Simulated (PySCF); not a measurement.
C₃H₇O₂ (SMILES CC(O)C[O]), doublet, at a GFN2-xTB geometry; BLYP/STO-3G (PySCF).

PySCF was given this input:
```python
from pyscf import gto, scf, dft

mol = gto.M(
    atom='''
C     1.54142272    0.18311695    0.07975642
C     0.07138669    0.53451852   -0.14861004
O    -0.41703977    1.46322027    0.79751519
C    -0.80427176   -0.72431902   -0.02258355
O    -0.58733415   -1.69928917   -0.86014047
H     2.18285044    1.03527118   -0.13625431
H     1.69413775   -0.12110415    1.11339392
H     1.81031220   -0.64058882   -0.57574117
H    -0.04855535    0.93452005   -1.16902904
H     0.17392987    2.22374107    0.82017486
H    -0.74767697   -1.08961125    1.03606120
H    -1.88123248   -0.41357578   -0.03898029
''',
    basis='sto-3g',
    spin=1,
    verbose=4,
)

mf = dft.UKS(mol)
mf.xc = 'blyp'
mf.kernel()
```

The log (banner, timings and long lists left out):

```
PySCF version 2.14.0

[INPUT] verbose = 4
[INPUT] num. atoms = 12
[INPUT] num. electrons = 41
[INPUT] charge = 0
[INPUT] spin (= nelec alpha-beta = 2S) = 1
[INPUT] symmetry False subgroup None
[INPUT] Mole.unit = angstrom
[INPUT] Symbol           X                Y                Z      unit          X                Y                Z       unit  Magmom
[INPUT]  1 C      1.541422720000   0.183116950000   0.079756420000 AA    2.912866782982   0.346040884266   0.150717790476 Bohr   0.0
[INPUT]  2 C      0.071386690000   0.534518520000  -0.148610040000 AA    0.134901293039   1.010093611308  -0.280832274961 Bohr   0.0
[INPUT]  3 O     -0.417039770000   1.463220270000   0.797515190000 AA   -0.788090948352   2.765085570212   1.507085289280 Bohr   0.0
[INPUT]  4 C     -0.804271760000  -0.724319020000  -0.022583550000 AA   -1.519853356122  -1.368764574613  -0.042676724420 Bohr   0.0
[INPUT]  5 O     -0.587334150000  -1.699289170000  -0.860140470000 AA   -1.109900687104  -3.211191137739  -1.625429916955 Bohr   0.0
[INPUT]  6 H      2.182850440000   1.035271180000  -0.136254310000 AA    4.124989502486   1.956378994855  -0.257483329192 Bohr   0.0
[INPUT]  7 H      1.694137750000  -0.121104150000   1.113393920000 AA    3.201456364787  -0.228853676048   2.104009577556 Bohr   0.0
[INPUT]  8 H      1.810312200000  -0.640588820000  -0.575741170000 AA    3.420994257959  -1.210537428258  -1.087993129937 Bohr   0.0
[INPUT]  9 H     -0.048555350000   0.934520050000  -1.169029040000 AA   -0.091756313382   1.765986952415  -2.209144717263 Bohr   0.0
[INPUT] 10 H      0.173929870000   2.223741070000   0.820174860000 AA    0.328679819181   4.202261594247   1.549905859653 Bohr   0.0
[INPUT] 11 H     -0.747676970000  -1.089611250000   1.036061200000 AA   -1.412904702945  -2.059066844745   1.957871916288 Bohr   0.0
[INPUT] 12 H     -1.881232480000  -0.413575780000  -0.038980290000 AA   -3.555014163836  -0.781544955953  -0.073662072356 Bohr   0.0

nuclear repulsion = 185.095278372017
number of shells = 22
number of NR pGTOs = 96
number of NR cGTOs = 32
basis = sto-3g
ecp = {}

******** <class 'pyscf.dft.uks.UKS'> ********
method = UKS
initial guess = minao
damping factor = 0
level_shift factor = 0
DIIS = <class 'pyscf.scf.diis.CDIIS'>
diis_start_cycle = 1
diis_space = 8
diis_damp = 0
SCF conv_tol = 1e-09
SCF conv_tol_grad = None
SCF max_cycles = 50
direct_scf = True
direct_scf_tol = 1e-13
number electrons alpha = 21  beta = 20
XC library pyscf.dft.libxc version 7.1.2
    S. Lehtola, C. Steigemann, M. J. T. Oliveira, and M. A. L. Marques,  SoftwareX 7, 1–5 (2018)
XC functionals = blyp
    A. D. Becke,  Phys. Rev. A 38, 3098 (1988)
    C. Lee, W. Yang, and R. G. Parr,  Phys. Rev. B 37, 785 (1988)
    B. Miehlich, A. Savin, H. Stoll, and H. Preuss,  Chem. Phys. Lett. 157, 200 (1989)
radial grids:
    Treutler-Ahlrichs [JCP 102, 346 (1995); DOI:10.1063/1.469408] (M4) radial grids

becke partition: Becke, JCP 88, 2547 (1988); DOI:10.1063/1.454033
pruning grids: <function nwchem_prune>
grids dens level: 3
symmetrized grids: False
atomic radii adjust function: <function treutler_atomic_radii_adjust>
small_rho_cutoff = 0
Set gradient conv threshold to 3.16228e-05
tot grids = 139176
init E= -265.727012673299

cycle= 1 E= -265.062515743957  delta_E= 0.664  |g|= 0.438  |ddm|= 3.03
cycle= 2 E= -264.882109658857  delta_E= 0.18  |g|= 0.742  |ddm|= 1.71
cycle= 3 E= -265.199988811013  delta_E= -0.318  |g|= 0.108  |ddm|=  1.1
cycle= 4 E= -265.205701160268  delta_E= -0.00571  |g|= 0.0817  |ddm|= 0.461
cycle= 5 E= -265.210404295352  delta_E= -0.0047  |g|= 0.0188  |ddm|= 0.13
cycle= 6 E= -265.210620376038  delta_E= -0.000216  |g|= 0.00861  |ddm|= 0.0343
cycle= 7 E= -265.210673336549  delta_E= -5.3e-05  |g|= 0.0014  |ddm|= 0.0193
cycle= 8 E= -265.210674710302  delta_E= -1.37e-06  |g|= 0.000342  |ddm|= 0.00283
cycle= 9 E= -265.210674822756  delta_E= -1.12e-07  |g|= 7.62e-05  |ddm|= 0.00142
cycle= 10 E= -265.210674828842  delta_E= -6.09e-09  |g|= 2.99e-05  |ddm|= 0.000269
cycle= 11 E= -265.210674829692  delta_E= -8.51e-10  |g|= 1.01e-05  |ddm|= 0.000112
Extra cycle  E= -265.210674829892  delta_E= -2e-10  |g|= 1.06e-05  |ddm|= 9.88e-05
converged SCF energy = -265.210674829892  <S^2> = 0.75165792  2S+1 = 2.0016572
```
